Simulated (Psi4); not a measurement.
hexafluoropropene (C₃F₆), singlet, geometry from GFN2-xTB, with bond 3-2 at 1.6 times its length; Psi4 with B3LYP/STO-3G.

Input for Psi4:
```
memory 2 GB

molecule mol {
0 1
  F     2.491847   -0.188296    0.798421
  C     1.314185    0.246835    0.424680
  F     1.228567    2.345096    0.418986
  C     0.282299   -0.525202    0.085216
  F     0.376068   -1.856638    0.101497
  C    -1.064361    0.031018   -0.341549
  F    -1.610870    0.786249    0.618079
  F    -0.954475    0.807488   -1.425501
  F    -1.917994   -0.942152   -0.625849
}

set basis sto-3g
set reference rks
set cholesky_tolerance 1e-6
set scf_type cd

energy('b3lyp')
print_variables()
```

It wrote (shortened):

```
   => Loading Basis Set <=

    Name: STO-3G
    Role: ORBITAL
    Keyword: BASIS

         ---------------------------------------------------------
                                   SCF
               by Justin Turney, Rob Parrish, Andy Simmonett
                          and Daniel G. A. Smith
                              RKS Reference
         ---------------------------------------------------------

  ==> Geometry <==

    Molecular point group: c1
    Full point group: C1

    Geometry (in Angstrom), charge = 0, multiplicity = 1:

       Center              X                  Y                   Z               Mass
    ------------   -----------------  -----------------  -----------------  -----------------
         F            2.498275338949    -0.289059004184     0.799438574159    18.998403162730
         C            1.320613338949     0.146071995816     0.425697574159    12.000000000000
         F            1.234995338949     2.244332995816     0.420003574159    18.998403162730
         C            0.288727338949    -0.625965004184     0.086233574159    12.000000000000
         F            0.382496338949    -1.957401004184     0.102514574159    18.998403162730
         C           -1.057932661051    -0.069745004184    -0.340531425841    12.000000000000
         F           -1.604441661051     0.685485995816     0.619096574159    18.998403162730
         F           -0.948046661051     0.706724995816    -1.424483425841    18.998403162730
         F           -1.911565661051    -1.042915004184    -0.624831425841    18.998403162730

  Running in c1 symmetry.

  Rotational constants: A =      0.06722  B =      0.04205  C =      0.02988 [cm^-1]
  Rotational constants: A =   2015.33331  B =   1260.72275  C =    895.90980 [MHz]
  Nuclear repulsion =  488.364090017553792

  Charge       = 0
  Multiplicity = 1
  Electrons    = 72
  Nalpha       = 36
  Nbeta        = 36

  ==> Algorithm <==

  SCF Algorithm Type is CD.
  DIIS enabled.
  MOM disabled.
  Fractional occupation disabled.
  Guess Type is SAD.
  Energy threshold   = 1.00e-06
  Density threshold  = 1.00e-06
  Integral threshold = 1.00e-12

  ==> Primary Basis <==

  Basis Set: STO-3G
    Blend: STO-3G
    Number of shells: 27
    Number of basis functions: 45
    Number of Cartesian functions: 45
    Spherical Harmonics?: true
    Max angular momentum: 1

  ==> DFT Potential <==

   => LibXC <=

    Version 7.1.2
[...]
   @RKS iter  14:  -702.89406405473767   -1.01217e-01   6.36791e-03 DIIS/ADIIS
   @RKS iter  15:  -702.99286344961240   -9.87994e-02   1.32065e-03 DIIS/ADIIS
   @RKS iter  16:  -702.99419644281511   -1.33299e-03   1.02890e-03 DIIS/ADIIS
   @RKS iter  17:  -702.99630194429437   -2.10550e-03   2.97662e-05 DIIS
   @RKS iter  18:  -702.99630380801000   -1.86372e-06   2.32457e-06 DIIS
   @RKS iter  19:  -702.99630381562065   -7.61065e-09   4.66746e-07 DIIS
  Energy and wave function converged.

  ==> Post-Iterations <==

   Electrons on quadrature grid:
      Ntotal   =   72.0000649225 ; deviation = 6.492e-05

    Orbital Energies [Eh]
    ---------------------

    Doubly Occupied:

[...]
    Virtual:

[...]
    Final Occupation by Irrep:
              A
    DOCC [    36 ]
    NA   [    36 ]
    NB   [    36 ]

  @RKS Final Energy:  -702.99630381562065

   => Energetics <=

    Nuclear Repulsion Energy =            488.3640900175537922
    One-Electron Energy =               -1954.8779657195027539
    Two-Electron Energy =                 827.5923455167137490
    DFT Exchange-Correlation Energy =     -64.0747736303853799
    Empirical Dispersion Energy =           0.0000000000000000
    VV10 Nonlocal Energy =                  0.0000000000000000
    Total Energy =                       -702.9963038156206494

Computation Completed

Properties will be evaluated at   0.000000,   0.000000,   0.000000 [a0]

Properties computed using the SCF density matrix

 Multipole Moments:

 ------------------------------------------------------------------------------------
     Multipole            Electronic (a.u.)      Nuclear  (a.u.)        Total (a.u.)
 ------------------------------------------------------------------------------------

 L = 1.  Multiply by 2.5417464519 to convert [e a0] to [Debye]
 Dipole X            :         -0.0695089            0.3285580            0.2590491
 Dipole Y            :         -0.0876958           -0.3275033           -0.4151992
 Dipole Z            :         -0.0232376            0.1021290            0.0788914
 Magnitude           :                                                    0.4957022

 ------------------------------------------------------------------------------------

  Variable Map:
  ----------------------------------------------------------------------------
[...]
  Array Variable Map:
  ----------------------------------------------------------------------------
[...]
[...]
```
